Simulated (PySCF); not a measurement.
Ir(OH) (HIrO), SMILES [OH][Ir] (connectivity only; charge and spin as stated), neutral, multiplicity 3.

Geometry: PBE-D3(BJ)/def2-TZVPD. The multiplicity is an assumed one; other spin states were not compared. The def2 effective core potentials stand for the cores of Ir; spin–orbit coupling is left out.

All values below come from ωB97X/def2-TZVPD (PySCF).

Isolated molecule, no solvent.

Q: Estimate the frontier levels, dipole moment and polarisability. (An estimate is asked for; the answer gives what the named calculation found.)

A: 
```yaml
"α spin, highest occupied and lowest empty level": -9.33 and -0.76 eV
"β spin, highest occupied and lowest empty level": -8.56 and -0.80 eV
dipole_moment: 2.15 D
quadrupole, principal values (traceless, Buckingham form, about the centre of nuclear charge): -3.81, -3.19, 7.01 D·Å
mean_static_polarisability: 49.5 bohr³ (7.34 Å³)
polarisability_principal_values: 45.8, 49.5, 53.3 bohr³
"⟨S²⟩": 2.014 (pure state 2.00)
```
